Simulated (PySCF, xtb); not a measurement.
C2H8AlNO, SMILES C(C)[O][AlH][NH2].

xtb with GFN2-xTB at its own geometry gives an orbital gap of 4.56 eV and a dipole moment of 1.48 D.

Geometry optimised at PBE0-D3(BJ)/def2-SVP. The structure was generated by enumeration; whether it is a known compound was not checked. The values are those of a single conformer.

What does r2SCAN/def2-TZVP (PySCF) give? (An estimate is asked for; the answer gives what the named calculation found.)

gap 6.03 eV (levels -6.25 and -0.21 eV), dipole 1.91 D.
